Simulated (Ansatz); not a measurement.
Reaction (formal exchange of groups at the Si–O bond): `NBO[SiH3]` + `C=C(C=S)CF` → `C=C([SiH3])C=S` + `NBOCF`

Program: Ansatz. Geometries: PBE0-D4/def2-TZVP. ΔE: electronic, gas phase. CCSD(T)/CBS is the MP2 limit (def2-TZVPP, def2-QZVPP) plus CCSD(T) − MP2 in def2-TZVPP, frozen cores. DFT in def2-TZVPP. Each species was taken in one conformer, which may not be the lowest.

CCSD(T)/CBS gives +1.40 eV.

Problem. Another level gave +1.36 eV. Which?
A. SCS-MP2/def2-TZVPP
B. PBE-D4/def2-TZVPP
C. HF/def2-TZVPP
D. ωB97M-V/def2-TZVPP

Solution. D. ωB97M-V 1.36, SCS-MP2/def2-TZVPP 1.42, HF/def2-TZVPP 1.48, PBE-D4 1.26 eV.

Largest T1 diagnostic among the species: 0.016.

In def2-TZVPP, CCSD(T) changes the Hartree–Fock value by −0.12 eV (the triples alone add −0.03 eV) and MP2 by −0.06 eV. From PBE to PBE0 (25 % exact exchange), in def2-TZVPP and without D4, ΔE moves by +0.06 eV.
